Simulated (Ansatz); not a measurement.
Mulliken charges of C2H2BrI, SMILES `Br/C=C\I` from ωB97M-V/def2-TZVPP in Ansatz (PBE0-D4/def2-TZVP geometry).

```tsv
atom	x (Å)	y (Å)	z (Å)	charge (e)
Br1	-0.309	0.086	-2.157	0.002
C2	0.463	0.262	-0.467	-0.133
C3	-0.084	-0.110	0.677	-0.208
I4	-1.935	-0.985	0.914	0.076
H5	1.446	0.716	-0.492	0.139
H6	0.454	0.039	1.605	0.124
```

**Question.** By hand: the dipole of these point charges (1 e Å = 4.8032 D).

**Answer.** Σ q r = (0.066, 0.018, 0.117) e Å, of length 0.136 e Å = 0.65 D.

**Question.** How does the dipole of the full density compare? (Estimate.)

**Answer.** The calculation gave: (0.237, 0.091, 0.166) e Å, 1.46 D; the point charges give 0.45 times that, at 27° from its direction.

Point charges leave out the atoms' own dipoles, such as those of lone pairs, and Mulliken's split depends on the basis, so the two needn't agree.
